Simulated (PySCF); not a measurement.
Se(iPr)(OMe), SMILES CC([Se]OC)C (C4H10OSe) (GFN2-xTB optimised geometry):

```
16

Se    -1.559    -0.753     0.000
C      0.443    -0.753     0.000
C      0.921    -2.190    -0.106
C      0.952    -0.055     1.246
H      0.733    -0.191    -0.894
H      2.009    -2.217    -0.133
H      0.583    -2.768     0.753
H      0.540    -2.662    -1.010
H      0.502     0.931     1.337
H      2.034     0.060     1.200
H      0.699    -0.633     2.133
O     -1.822     1.053     0.000
C     -1.860     1.717    -1.238
H     -2.674     1.355    -1.873
H     -2.034     2.768    -1.002
H     -0.916     1.628    -1.783
```

Level of theory: PBE0/def2-TZVP (PySCF).

**Question.** What are the frontier orbital energies and the dipole moment?

**Answer.** HOMO-2 -9.06 eV, HOMO-1 -7.54 eV, HOMO -6.24 eV, LUMO -0.78 eV, LUMO+1 0.84 eV; dipole moment 2.00 D.

On the same geometry PySCF with PBE/def2-TZVP gives HOMO-2 -7.64 eV, HOMO-1 -6.13 eV, HOMO -5.05 eV, LUMO -1.79 eV, LUMO+1 -0.12 eV; dipole moment 1.89 D.

Meta-Löwdin charges at PBE0/def2-TZVP: Se1 0.31, C2 -0.13, C3 -0.35, C4 -0.35, H5 0.11, H6 0.13, H7 0.12, H8 0.12, H9 0.13, H10 0.11, H11 0.12, O12 -0.52, C13 -0.13, H14 0.11, H15 0.13, H16 0.10.
